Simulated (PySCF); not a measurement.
A structure optimised at PBE0-D3(BJ)/def2-SVP, used in a PySCF frequency run:

```xyz
10

N     -1.3560    -0.8168     0.0000
B      0.0345    -0.9329     0.0000
F      0.5740    -2.1652     0.0000
C      1.0118     0.2867     0.0000
C      0.6615     1.5710     0.0000
F     -0.6148     1.9708     0.0000
H     -1.9628    -1.6256     0.0000
H     -1.8225     0.0787     0.0000
H      2.0905     0.1038     0.0000
H      1.3419     2.4290     0.0000
```

Task: Write its SMILES, formula and point group.

Result: NB(F)/C=C\F, C₂H₄BF₂N, Cs

Task: What are its rotational constants (standard atomic weights)?

Result: 7.2526, 2.2831, 1.7365 GHz
